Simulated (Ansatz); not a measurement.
A structure relaxed at PBE0-D4/def2-SVP in Ansatz, charge 0, doublet:

Cartesian coordinates in Å:
```
Li 0.283 -1.060 -2.570
Li 0.657 -1.639 2.165
Li -2.378 -1.583 -0.006
Si 1.547 1.924 0.113
Si -1.308 0.359 -1.054
Si -1.122 0.071 1.299
Si 0.544 1.455 -1.933
Si 0.865 0.959 2.117
Si 0.912 -0.486 -0.132
```

Task: Give its formula and point group.

Result: Li₃Si₆. Point group Cs (tolerance 0.1 Å).

Task: Summarise the bond lengths by kind (pairs closer than 1.2 times the sum of covalent radii, bridged metal pairs left out).

Result: 8 × Li–Si 2.45 to 2.62 Å; 8 × Si–Si 2.32 to 2.55 Å.

Another isomer (doublet) lies 0.54 eV lower at PBE0-D4/def2-TZVP; other spin states weren't run for this one.
